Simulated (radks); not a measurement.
The table gives one normalised radial function P(r) = r R(r) of Fe+ in [Ar] 3d6.5 4s0.5 (r in bohr). Calculated with a radial shooting solver on a logarithmic mesh with Libxc functionals: scalar-relativistic Kohn-Sham, PBE, spin-polarised, spherical densities, point nucleus; open shells are filled with parallel spins first.

r,P
0.008502,0.0001
0.00974,0.0001
0.01116,0.0002
0.01278,0.0003
0.01465,0.0004
0.01665,0.0006
0.01907,0.0009
0.02185,0.0013
0.02503,0.0019
0.02868,0.0028
0.03286,0.0040
0.03765,0.0058
0.04279,0.0082
0.04902,0.0117
0.05616,0.0166
0.06434,0.0233
0.07372,0.0326
0.08446,0.0452
0.09599,0.0609
0.11,0.0827
0.126,0.1109
0.1444,0.1469
0.1654,0.1916
0.1895,0.2459
0.2153,0.3060
0.2467,0.3790
0.2827,0.4598
0.3238,0.5457
0.371,0.6326
0.4251,0.7154
0.4831,0.7848
0.5535,0.8436
0.6341,0.8811
0.7265,0.8935
0.8323,0.8799
0.9536,0.8423
1.093,0.7850
1.242,0.7178
1.423,0.6375
1.63,0.5530
1.867,0.4683
2.139,0.3863
2.451,0.3093
2.786,0.2431
3.192,0.1808
3.656,0.1280
4.189,0.0856
4.799,0.0535
5.499,0.0308
6.249,0.0169
7.16,0.0081
8.203,0.0034
9.398,0.0013

Which n and l does it have? It may be an empty orbital.

Answer. n = 3, l = 2: the number of nodes gives n - l - 1 = 0, the rise at small r (about r^(l+1)) gives l, and the extent must fit the shell. The curve is that of 3d down; the table hardly tells the two spins apart. 3d down: eigenvalue -11.499 eV, 0 radial nodes, <r> = 1.20 bohr, 90 % of the charge inside 2.16 bohr.
